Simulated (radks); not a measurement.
The numbers below are computed, except where a source is named.
Problem. Ionisation of neutral aluminium, [Ne] 3s2 3p1, to Al+, [Ne] 3s2, under several functionals. Non-relativistic Kohn-Sham, spin-polarised, spherical densities, point nucleus; open shells are filled with parallel spins first; a radial shooting solver on a logarithmic mesh with Libxc functionals. The NIST Atomic Spectra Database gives 5.986 eV (measured). Rank these functionals by the error of their Delta-SCF ionisation energy: exchange-only PBE; PBEsol; RPBE; OLYP; BLYP; revPBE; PBE; revTPSS.

Solution. From best to worst: RPBE 5.964 eV (-0.021); PBE 5.964 eV (-0.022); revPBE 5.954 eV (-0.032); PBEsol 5.937 eV (-0.049); revTPSS 5.925 eV (-0.060); OLYP 5.797 eV (-0.189); BLYP 5.774 eV (-0.212); exchange-only PBE 5.353 eV (-0.632). Open shells are spherical and high-spin; term and fine-structure splittings are not resolved.
